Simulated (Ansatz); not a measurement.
Cost and result for the atomization energy of FH$_{3}$S$_{3}$Si (`F[Si](S)(S)S`) (8 atoms, 7 bonds).

Charge 0, multiplicity 1. All single points use the PBE0-D4/def2-TZVP geometry. It is one conformer, not always the lowest. Program: Ansatz. All runs use 4 threads of an Arm Neoverse V2 on a shared host. Times are those of one run each, without the atoms' runs, and a repeat can differ threefold. Electronic energies, without spin–orbit coupling; frozen cores. CCSD(T)/CBS adds CCSD(T) − MP2 in def2-TZVPP to the MP2 limit, and its time is that of the two runs behind it. T1 = 0.012.

CCSD(T)/CBS is a level of theory with its own doubt, some kJ/mol a heavy atom from the limit and from the frozen cores, so smaller differences don't rank the functionals.

```json
{"level": "revPBE-D4/def2-TZVPP", "functions": "241", "wall time": "2 s"}
{"level": "BLYP-D4/def2-TZVPP", "functions": "241", "wall time": "2 s"}
{"level": "CCSD(T)/def2-SVP", "functions": "101", "wall time": "2.6 s"}
{"level": "CAM-B3LYP-D4/def2-TZVPP", "functions": "241", "wall time": "3.8 s"}
{"level": "r2SCAN-D4/def2-TZVPP (with forces)", "functions": "241", "wall time": "4.9 s"}
{"level": "B2PLYP/def2-TZVPP", "functions": "241", "wall time": "5 s"}
{"level": "r2SCANh-D4/def2-TZVPP", "functions": "241", "wall time": "6 s"}
{"level": "ωB97X-V/def2-TZVPP", "functions": "241", "wall time": "8 s"}
{"level": "B97M-V/def2-TZVPP", "functions": "241", "wall time": "9 s"}
{"level": "ωB97M-V/def2-TZVPP (with forces)", "functions": "241", "wall time": "12 s"}
{"level": "MP2/def2-QZVPP", "functions": "427", "wall time": "16 s"}
{"level": "CCSD(T)/def2-TZVPP", "functions": "241", "wall time": "110 s"}
{"level": "CCSD(T)/CBS(def2)", "functions": "–", "wall time": "2.1 min"}
```

Question: What atomization energy does each give, and how far from CCSD(T)/CBS? (Estimate.)

Answer: The calculation gave: 
```csv
level,atomization (kcal/mol),difference from CCSD(T)/CBS,per bond
revPBE-D4/def2-TZVPP,629.6,-8.0,-1.2
BLYP-D4/def2-TZVPP,627.7,-9.9,-1.4
CCSD(T)/def2-SVP,569.1,-68.5,-9.8
CAM-B3LYP-D4/def2-TZVPP,629.6,-8.0,-1.1
r2SCAN-D4/def2-TZVPP (with forces),640.4,2.8,0.4
B2PLYP/def2-TZVPP,620.7,-16.9,-2.4
r2SCANh-D4/def2-TZVPP,635.0,-2.6,-0.4
ωB97X-V/def2-TZVPP,641.9,4.3,0.6
B97M-V/def2-TZVPP,646.3,8.7,1.2
ωB97M-V/def2-TZVPP (with forces),642.1,4.5,0.6
MP2/def2-QZVPP,643.8,6.2,0.9
CCSD(T)/def2-TZVPP,613.1,-24.5,-3.5
CCSD(T)/CBS(def2),637.6,0.0,0.0
```

In def2-TZVPP, CCSD(T) changes the Hartree–Fock value by +167.6 kcal/mol (the triples alone add +12.9 kcal/mol) and MP2 by +183.8 kcal/mol; breaking electron pairs costs correlation energy, which Hartree–Fock lacks. The D4 term adds +11.4 kcal/mol with B3LYP and +5.9 kcal/mol with PBE0; it sums over pairs of atoms, weighted by their polarisabilities, and B3LYP, whose exchange is more repulsive, gets the larger term. From PBE to PBE0 (25 % exact exchange), in def2-TZVPP and without D4, the atomization energy moves by −11.2 kcal/mol: exact exchange takes away binding that semilocal exchange gives to molecules.

B3LYP here is the variant with VWN-RPA as its local correlation; programs differ in this.
